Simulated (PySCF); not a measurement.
**Dipole response of Ta²⁺ (tantalum, charge +2)**

[Xe] 4f14 5d3, high-spin 4F determinant. Calculation: PySCF 2.14, in ANO-RCC-VTZP; scalar relativity by spin-free X2C-1e. Coupled (time-dependent) response in atomic units; α is the mean over directions. The basis has no added diffuse functions, which lowers α and C₆.

```csv
method,mean α (bohr³),C₆ (like pair),S(−4)
PBE,12.90,68.08,139.6
```

S(−4) is the Cauchy moment in α(ω) = α(0) + S(−4) ω² + …

Spin-orbit coupling is absent.

α(iu) at PBE:

```json
{"u (hartree)": "0", "α(iu) (bohr³)": "12.90"}
{"u (hartree)": "0.0500", "α(iu) (bohr³)": "12.56"}
{"u (hartree)": "0.100", "α(iu) (bohr³)": "11.71"}
{"u (hartree)": "0.200", "α(iu) (bohr³)": "9.603"}
{"u (hartree)": "0.300", "α(iu) (bohr³)": "7.954"}
{"u (hartree)": "0.500", "α(iu) (bohr³)": "6.080"}
{"u (hartree)": "0.750", "α(iu) (bohr³)": "4.848"}
{"u (hartree)": "1.00", "α(iu) (bohr³)": "4.024"}
{"u (hartree)": "1.50", "α(iu) (bohr³)": "2.888"}
{"u (hartree)": "2.00", "α(iu) (bohr³)": "2.155"}
{"u (hartree)": "3.00", "α(iu) (bohr³)": "1.331"}
{"u (hartree)": "5.00", "α(iu) (bohr³)": "0.6684"}
```

For an ion, C₆ is the dispersion term alone; charge-induced terms of lower order in 1/R come first.

Spin-orbit coupling, absent here, splits the open shell strongly.
